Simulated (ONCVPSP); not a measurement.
What one change does to a pseudopotential (P, ONCV)

ONCVPSP 4.0.1 input, shortened (lines: element, Z, core and valence counts, functional; n l f; lmax; l rc ep ncon nbas qcut; lloc lpopt rc5 dvloc0; l nproj debl; icmod fcfact rcfact), PBE, scalar-relativistic:

```
  P 15.00    3    2        4      upf
    1    0    2.00
    2    0    2.00
    2    1    6.00
    3    0    2.00
    3    1    1.00
    1
    0    1.65    0.00    5   10    3.30
    1    1.45    0.00    3    7    5.40
    4    5    1.40    0.00
    0    2    2.70
    1    3    1.70
    1    0.45    0.00
```

Change: reference 3s2 3p3; s: rc 1.45, qcut 3.8.

Cutoffs: the cutoffs (Ha) at which the residual kinetic energy of the hardest occupied pseudo-wave falls to 1 and 0.1 mHa per electron; they do not see the model core or the augmentation charge, which bear on the density cutoff. Errors are all-electron minus pseudo energies relative to the spin-unpolarised reference configuration.

Problem. What does the change do?

Solution. The potential gets softer (62 Ha and 104 Ha → 17 Ha and 66 Ha); both files keep a bound ghost (p).

| quantity | base | changed |
| --- | --- | --- |
| cutoff, loose | 62 Ha | 17 Ha |
| cutoff, tight | 104 Ha | 66 Ha |
| loose cutoff by channel | s 62 Ha, p 7.2 Ha | s 17 Ha, p 4.6 Ha |
| bound ghosts | p | p |
| GHOST(+) flags under 300 eV | s at 167.8 eV | s at 166.3 eV |
| largest error over its own tests, meV | +48 | +49 |
| p: phases at 1.47 bohr within 0.05 rad from the reference energy up to (Ha; the scan ends near 5) | to the end of the scan | to the end of the scan |
| rms error of d²Exc/dni dnj with the model core, mHa | 0.42 | 0.42 |

Changed file: The cutoffs count occupied waves only; projector 3 of the p channel, the hardest unoccupied one, needs 123 Ha at the loose tolerance. A true bound ghost makes a file unfit for plane-wave use even where its test errors are small: the radial tests pick states by their node count and pass the ghost by.
